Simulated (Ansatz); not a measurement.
`[F][Ga]([F])[I]` + NH₃ → `[NH2][Ga]([F])[F]` + HI at 700 K and 1 bar (ligand exchange at a Ga–I bond).

Program: Ansatz. Geometries: PBE0-D4/def2-TZVP. ΔE: electronic, gas phase. CBS: MP2 limit from def2 TZ/QZ plus the TZ coupled-cluster correction, frozen cores. This one scheme is used for every species. def2 core potentials past Kr. For Ga, I outer-core shells are correlated without core-valence functions, which leaves a few kJ/mol of doubt a bond. Scalar relativity is left out up to krypton. One conformer a species, not always the lowest.

| species | CCSD(T)/CBS energy (Eh) | H − E (kJ/mol) | S (J/(mol·K)) |
| --- | --- | --- | --- |
| `[F][Ga]([F])[I]` | -2421.09887 | 60.5 | 397.8 |
| NH₃ | -56.50880 | 116.9 | 226.5 |
| `[NH2][Ga]([F])[F]` | -2179.54122 | 134.6 | 403.9 |
| HI | -298.03592 | 34.6 | 231.7 |

H − E and S are ideal-gas, rigid-rotor, harmonic terms from PBE0-D4/def2-TZVP, for one conformer and one mirror image of each species. 1 Eh = 2625.50 kJ/mol, R = 8.31446 J/(mol·K).

**Question.** By hand: ΔE, ΔH, ΔS and ΔG.

**Answer.** ΔE = (-2179.54122) + (-298.03592) − (-2421.09887) − (-56.50880) = 0.03053 Eh = 80.2 kJ/mol. Δ(H − E) = 134.6 + 34.6 − 60.5 − 116.9 = -8.2, so ΔH = 72.0 kJ/mol. ΔS = 403.9 + 231.7 − 397.8 − 226.5 = 11.3 J/(mol·K). ΔG = 72.0 − 700 × (11.3)/1000 = 64.1 kJ/mol.

**Question.** By hand: the equilibrium constant, and the temperature at which ΔG would vanish if ΔH and ΔS stayed fixed.

**Answer.** log₁₀ K = −ΔG/(RT ln 10) = -4.8. ΔG = 0 at ΔH/ΔS = 6372 K, far beyond where these terms or the molecules hold.

The number of gas molecules stays the same, so ΔS is small and ΔH decides. A doubt of 5 kJ/mol in ΔE shifts log₁₀ K by 0.4 here. Other conformers and mirror images would add mixing entropy, several J/(mol·K) or more a flexible species. These are equilibria of isolated gas molecules and say nothing of rates. Largest T1 diagnostic: 0.014 (customary marks: 0.02 for closed shells, 0.045 for open ones).
